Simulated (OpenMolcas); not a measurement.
A run on Ru3+ among 6 point charges of -1.7 e arranged as a trigonal antiprism (D3d), 1.92 Å from the ion, with a polar angle of 49.8° against the regular 54.74°.

```yaml
Program: OpenMolcas 26.06
Method: "SS-CASPT2, IPEA 0.25 Eh, imaginary shift 0.1 Eh (closed shells correlated: 4s 4p)"
Basis: ANO-RCC-VDZP [6s5p3d1f]
Scalar_Hamiltonian: DKH2, point nucleus
Active_space: 5 electrons in 5 orbitals (4d)
State_averaging: 2S+1 = 6 even, 1 root; 2S+1 = 4 even, 24 roots; 2S+1 = 2 even, 75 roots
Spin-orbit_coupling: RASSI with atomic mean-field integrals over the reference wave functions
```

First CASPT2 step and the start of its output:

```
&CASPT2
Multistate=1 1
Frozen=8 6
IPEA=0.25
Imaginary=0.1
MaxIter=60
WThr=0.0 0.3 0.05
PrWF=0.5
NoMix
```

```
--- CASPT2 ---
Orbital specifications:
      -----------------------

      Symmetry species                           1   2
                                                ag  au
      Frozen orbitals                            8   6
      Inactive orbitals                          1   3
      Active orbitals                            5   0
      Secondary orbitals                         7  13
      Deleted orbitals                           0   0
      Number of basis functions                 21  22
Type of calculation                        SS-CASPT2
      Fock operator                              state-specific
      IPEA shift                                 0.25
      Real shift                                 0.00
      Imaginary shift                            0.10
      The input orbitals will be transformed to quasi-canonical
Reference energy:       -4534.0326547189
      E2 (Non-variational):      -0.2490576824
      Shift correction:          -0.0001297799
      E2 (Variational):          -0.2491874623
      Total energy:           -4534.2818421812
      Residual norm:              0.0000001756
      Reference weight:           0.94825
      Contributions to the CASPT2 correlation energy
      Active & Virtual Only:         -0.0549184107
      One Inactive Excited:          -0.1243413211
      Two Inactive Excited:          -0.0697979505
::    CASPT2 Root  1     Total energy:  -4534.28184218
--- CASPT2 ---
Orbital specifications:
      -----------------------

      Symmetry species                           1   2
                                                ag  au
      Frozen orbitals                            8   6
      Inactive orbitals                          1   3
      Active orbitals                            5   0
...
```

Over all roots the printed reference weights run from 0.14 to 0.95, and roots that are degenerate in the reference spread by up to 2600 cm-1.

Question: Did the run give usable levels, and if not, why?

Answer: No. The equations converged, but the reference weight falls to 0.14 for at least one root against 0.95 for the best. A drop of that size marks an intruder state, so the energies of such roots and the levels built on them can't be trusted.
